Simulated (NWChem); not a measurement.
Molecule: GaN$_{2}$H$_{5}$O; SMILES [NH2][Ga]([NH2])[OH]

Results from NWChem. The geometry was optimised at PBE0/def2-SVP. One conformer.

Diagonal of the polarisability tensor at PBE/def2-SVPD, static: 53.87, 58.57, 43.53 bohr³.

Question: Find the mean polarisability volume, the molar refraction, and the refractive index that an ideal gas of it would have at 273.15 K and 1 atm.

Answer: 
1. Mean: one third of the trace = 51.99 bohr³ × 0.14818 Å³/bohr³ = 7.70 Å³.
2. Molar refraction (Lorentz-Lorenz): (4π/3) N_A α = 19.4 cm³/mol.
3. Number density p/kT = 2.687 × 10⁻⁵ Å⁻³; n − 1 = 2π N α = 13.01 × 10⁻⁴.
4. These hold the electronic response alone: vibrational and orientational terms add to the static dielectric constant.
